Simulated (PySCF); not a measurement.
PySCF input (PW6B95/def2-TZVPD):

```python
from pyscf import gto, scf, dft

mol = gto.M(
    atom='''
    Al   -0.00000000   -0.00000000   -1.20443026
    Cl    0.00000000    0.00000000    0.92103490
    ''',
    basis='def2-tzvpd',
    charge=0,
    spin=2,
    symmetry='C2v',
    verbose=4,
)

mf = dft.UKS(mol, xc='pw6b95').density_fit(auxbasis='def2-universal-jkfit')
mf.grids.level = 3
mf.conv_tol = 1e-9
mf.max_cycle = 100
mf.max_memory = 1500
mf.kernel()
if not mf.converged:
    mf = mf.newton()
    mf.kernel(mf.make_rdm1())
mf.analyze()
```

Output:

```
PySCF version 2.14.0

[INPUT] verbose = 4
[INPUT] num. atoms = 2
[INPUT] num. electrons = 30
[INPUT] charge = 0
[INPUT] spin (= nelec alpha-beta = 2S) = 2
[INPUT] symmetry C2v subgroup None
[INPUT] Mole.unit = angstrom
[INPUT] Symbol           X                Y                Z      unit          X                Y                Z       unit  Magmom
[INPUT]  1 Al     0.000000000000   0.000000000000  -1.204430260000 AA    0.000000000000   0.000000000000  -2.276043327539 Bohr   0.0
[INPUT]  2 Cl     0.000000000000   0.000000000000   0.921034900000 AA    0.000000000000   0.000000000000   1.740503712166 Bohr   0.0

nuclear repulsion = 55.0223856002043
point group symmetry = Coov, use subgroup C2v
symmetry origin: [ 0.00000000e+00  0.00000000e+00 -5.03926974e-09]
symmetry axis x: [1. 0. 0.]
symmetry axis y: [0. 1. 0.]
symmetry axis z: [0. 0. 1.]
num. orbitals of irrep A1 = 39
num. orbitals of irrep A2 = 8
num. orbitals of irrep B1 = 21
num. orbitals of irrep B2 = 21
number of shells = 31
number of NR pGTOs = 141
number of NR cGTOs = 89
basis = def2-tzvpd
ecp = {}

******** <class 'pyscf.df.df_jk.DFSymAdaptedUKS'> ********
method = DFSymAdaptedUKS
initial guess = minao
damping factor = 0
level_shift factor = 0
DIIS = <class 'pyscf.scf.diis.CDIIS'>
diis_start_cycle = 1
diis_space = 8
diis_damp = 0
SCF conv_tol = 1e-09
SCF conv_tol_grad = None
SCF max_cycles = 100
direct_scf = False
number electrons alpha = 16  beta = 14
XC library pyscf.dft.libxc version 7.1.2
    S. Lehtola, C. Steigemann, M. J. T. Oliveira, and M. A. L. Marques,  SoftwareX 7, 1–5 (2018)
XC functionals = pw6b95
    Y. Zhao and D. G. Truhlar,  J. Phys. Chem. A 109, 5656 (2005)
radial grids:
    Treutler-Ahlrichs [JCP 102, 346 (1995); DOI:10.1063/1.469408] (M4) radial grids

becke partition: Becke, JCP 88, 2547 (1988); DOI:10.1063/1.454033
pruning grids: <function nwchem_prune>
grids dens level: 3
symmetrized grids: C2v
atomic radii adjust function: <function treutler_atomic_radii_adjust>
small_rho_cutoff = 0
Freeze 0 electrons in irreps []
    30 free electrons in irreps A1 A2 B1 B2
Set gradient conv threshold to 3.16228e-05
tot grids = 38064
[...]

WARN: HOMO -0.15505584272262754 > LUMO -0.16702869288760894 was found in the canonicalized orbitals.

converged SCF energy = -703.180642402252  <S^2> = 2.0015211  2S+1 = 3.0010139
**** SCF Summaries ****
Total Energy =                        -703.180642402252147
Nuclear Repulsion Energy =              55.022385600204338
One-electron Energy =                -1082.165288353109872
Two-electron Energy =                  323.962260350653366
Two-electron Coulomb Energy =          371.475249163234253
DFT Exchange-Correlation Energy =      -47.512988812580900
HOMO-LUMO gap [eV] =                    -0.325792415290102
Wave-function symmetry = B1
alpha occupancy for each irrep:     A1   A2   B1   B2
                                     9    0    4    3
beta  occupancy for each irrep:     A1   A2   B1   B2
                                     8    0    3    3
**** MO energy ****
alpha MO #1 (A1 #1), energy= -101.92370007697 occ= 1
alpha MO #2 (A1 #2), energy= -56.3861314991918 occ= 1
alpha MO #3 (A1 #3), energy= -9.56414366990311 occ= 1
alpha MO #4 (A1 #4), energy= -7.29601290441276 occ= 1
alpha MO #5 (B2 #1), energy= -7.2908389853374 occ= 1
alpha MO #6 (B1 #1), energy= -7.29035267628286 occ= 1
alpha MO #7 (A1 #5), energy= -4.27189301618306 occ= 1
alpha MO #8 (B2 #2), energy= -2.80320730828744 occ= 1
alpha MO #9 (B1 #2), energy= -2.80050904318224 occ= 1
alpha MO #10 (A1 #6), energy= -2.80010561545855 occ= 1
alpha MO #11 (A1 #7), energy= -0.842226123199858 occ= 1
alpha MO #12 (A1 #8), energy= -0.444259466567721 occ= 1
alpha MO #13 (B1 #3), energy= -0.356720808015457 occ= 1
alpha MO #14 (B2 #3), energy= -0.356047094641834 occ= 1
alpha MO #15 (A1 #9), energy= -0.310540934392754 occ= 1
alpha MO #16 (B1 #4), energy= -0.155055842722628 occ= 1
alpha MO #17 (B2 #4), energy= -0.0852650402062234 occ= 0
alpha MO #18 (A1 #10), energy= -0.00968237873131296 occ= 0
alpha MO #19 (A1 #11), energy= 0.00990436828290146 occ= 0
alpha MO #20 (A1 #12), energy= 0.0502779782115255 occ= 0
alpha MO #21 (A2 #1), energy= 0.0536780817515156 occ= 0
alpha MO #22 (B2 #5), energy= 0.0542403848662612 occ= 0
alpha MO #23 (B1 #5), energy= 0.0543947319603479 occ= 0
alpha MO #24 (A1 #13), energy= 0.0547062985630253 occ= 0
alpha MO #25 (B1 #6), energy= 0.079151239902519 occ= 0
alpha MO #26 (B2 #6), energy= 0.0794884796064457 occ= 0
alpha MO #27 (A1 #14), energy= 0.106528037992851 occ= 0
alpha MO #28 (A1 #15), energy= 0.155909164856966 occ= 0
alpha MO #29 (B1 #7), energy= 0.189960361641081 occ= 0
alpha MO #30 (B2 #7), energy= 0.192690343642418 occ= 0
alpha MO #31 (A2 #2), energy= 0.197201348390545 occ= 0
alpha MO #32 (A1 #16), energy= 0.198355742233799 occ= 0
alpha MO #33 (A1 #17), energy= 0.21543586807043 occ= 0
alpha MO #34 (A2 #3), energy= 0.232610430414234 occ= 0
alpha MO #35 (A1 #18), energy= 0.233609537615174 occ= 0
alpha MO #36 (B1 #8), energy= 0.237616838713128 occ= 0
alpha MO #37 (B2 #8), energy= 0.239012365072976 occ= 0
alpha MO #38 (A1 #19), energy= 0.24008557465828 occ= 0
alpha MO #39 (B1 #9), energy= 0.33125427344407 occ= 0
alpha MO #40 (B2 #9), energy= 0.332119821368168 occ= 0
alpha MO #41 (A1 #20), energy= 0.351062428867442 occ= 0
alpha MO #42 (A1 #21), energy= 0.409163476808608 occ= 0
alpha MO #43 (B2 #10), energy= 0.531287881481264 occ= 0
alpha MO #44 (B1 #10), energy= 0.533372565246703 occ= 0
alpha MO #45 (A1 #22), energy= 0.557536207738638 occ= 0
alpha MO #46 (B2 #11), energy= 0.593356343830388 occ= 0
alpha MO #47 (B1 #11), energy= 0.595858832077119 occ= 0
alpha MO #48 (A2 #4), energy= 0.606574586620632 occ= 0
alpha MO #49 (A1 #23), energy= 0.606648326970651 occ= 0
alpha MO #50 (B1 #12), energy= 0.700371117298684 occ= 0
alpha MO #51 (B2 #12), energy= 0.701019984064388 occ= 0
alpha MO #52 (A1 #24), energy= 0.736872618582947 occ= 0
alpha MO #53 (A2 #5), energy= 0.744587421224082 occ= 0
alpha MO #54 (A1 #25), energy= 0.746645757004632 occ= 0
alpha MO #55 (A2 #6), energy= 0.76686402860329 occ= 0
alpha MO #56 (A1 #26), energy= 0.76917812304914 occ= 0
alpha MO #57 (B2 #13), energy= 0.789846072379931 occ= 0
alpha MO #58 (B1 #13), energy= 0.792030180273383 occ= 0
alpha MO #59 (A1 #27), energy= 0.835511708369595 occ= 0
alpha MO #60 (B1 #14), energy= 0.963812357918025 occ= 0
alpha MO #61 (B2 #14), energy= 0.964132145682624 occ= 0
alpha MO #62 (A1 #28), energy= 1.03545906022739 occ= 0
alpha MO #63 (A1 #29), energy= 1.11989664621894 occ= 0
alpha MO #64 (B2 #15), energy= 1.83720084922814 occ= 0
alpha MO #65 (B1 #15), energy= 1.83814810199812 occ= 0
alpha MO #66 (A2 #7), energy= 1.92509147694745 occ= 0
alpha MO #67 (A1 #30), energy= 1.92510022122829 occ= 0
alpha MO #68 (B2 #16), energy= 1.97295359246925 occ= 0
alpha MO #69 (B1 #16), energy= 1.97461198463093 occ= 0
alpha MO #70 (A1 #31), energy= 1.98929884520532 occ= 0
alpha MO #71 (B1 #17), energy= 2.08594841456709 occ= 0
alpha MO #72 (B2 #17), energy= 2.08594931375292 occ= 0
alpha MO #73 (A2 #8), energy= 2.12630100584139 occ= 0
alpha MO #74 (A1 #32), energy= 2.12638341102817 occ= 0
alpha MO #75 (A1 #33), energy= 2.15276632571174 occ= 0
alpha MO #76 (B2 #18), energy= 2.31351263795681 occ= 0
alpha MO #77 (B1 #18), energy= 2.31597469747414 occ= 0
alpha MO #78 (B2 #19), energy= 2.34847283427622 occ= 0
alpha MO #79 (B1 #19), energy= 2.35057158036047 occ= 0
alpha MO #80 (A1 #34), energy= 2.41572374712336 occ= 0
alpha MO #81 (A1 #35), energy= 2.73052184840841 occ= 0
alpha MO #82 (A1 #36), energy= 6.94462753024933 occ= 0
alpha MO #83 (B1 #20), energy= 9.15452478759624 occ= 0
alpha MO #84 (B2 #20), energy= 9.15592362754126 occ= 0
alpha MO #85 (A1 #37), energy= 9.40258514380732 occ= 0
alpha MO #86 (B2 #21), energy= 10.7809636023078 occ= 0
alpha MO #87 (B1 #21), energy= 10.782276711087 occ= 0
alpha MO #88 (A1 #38), energy= 11.0741730941202 occ= 0
alpha MO #89 (A1 #39), energy= 24.869384421862 occ= 0
beta  MO #1 (A1 #1), energy= -101.922024777027 occ= 1
beta  MO #2 (A1 #2), energy= -56.3795643837326 occ= 1
beta  MO #3 (A1 #3), energy= -9.56269679739918 occ= 1
beta  MO #4 (A1 #4), energy= -7.29181606301468 occ= 1
beta  MO #5 (B2 #1), energy= -7.29012541935444 occ= 1
beta  MO #6 (B1 #1), energy= -7.28825862109276 occ= 1
beta  MO #7 (A1 #5), energy= -4.26235571156812 occ= 1
beta  MO #8 (B2 #2), energy= -2.79736760525887 occ= 1
beta  MO #9 (A1 #6), energy= -2.79212213290934 occ= 1
beta  MO #10 (B1 #2), energy= -2.78660079329 occ= 1
beta  MO #11 (A1 #7), energy= -0.831855770762014 occ= 1
beta  MO #12 (A1 #8), energy= -0.416067602301857 occ= 1
beta  MO #13 (B2 #3), energy= -0.352934896926642 occ= 1
[...]
```

This is an excited triplet: at this geometry the singlet lies 2.97 eV lower at CCSD(T)/CBS(aug-cc-pV(T+d)Z,aug-cc-pV(Q+d)Z).
